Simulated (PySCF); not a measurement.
## Two-component Hartree-Fock for Cd(39+) (cadmium, charge +39)

Start: [He] 2s2 2p5; 2p1/2 filled at m_j = -1/2, +1/2; 2p3/2 filled at m_j = -1/2, +1/2, +3/2. Calculated with PySCF 2.14 in an uncontracted even-tempered set (17 s from 18 bohr⁻², ratio 2.4; 12 p from 24 bohr⁻², ratio 2.4; 5 d from 88 bohr⁻², ratio 2.6; 4 f from 130 bohr⁻², ratio 2.6): generalised Hartree-Fock with the X2C-1e Hamiltonian and a Gaussian nucleus; one run each with spin-orbit coupling (SO) switched off, then screened by Boettger's factors.

```csv
spinor shell,electrons,"ε, spin-free (eV)","ε, screened SO (eV)",weight of nominal j (screened SO),"rms radius, screened SO (bohr)"
1s1/2,2,-29513.1,-29508.3,1.000,0.0348
2s1/2,2,-6481.2,-6479.8,1.000,0.138
2p1/2,2,-6109.8,-6248.3,0.998,0.119
2p3/2,3,-6109.8,-6045.0,0.999,0.124
```

```csv
quantity,spin-free,screened SO
E (hartree),-4100.37191,-4103.64830
M_J,3/2,3/2
⟨J²⟩,3.750,3.750
⟨L²⟩,2.000,2.004
⟨S²⟩,0.750,0.754
```

Each row is a mean over spinors that exchange with the open shell spreads, by up to 38.651 eV (2s1/2).

Breit and QED terms are absent; they matter most for the inner s and p1/2 levels.

Densities and radii are taken from the X2C orbitals without a picture-change correction, which distorts them close to the nucleus.

Without spin-orbit coupling the j labels of p, d and f shells carry no meaning; the spin-free column gives the mean over the occupied spinors of each nl shell.
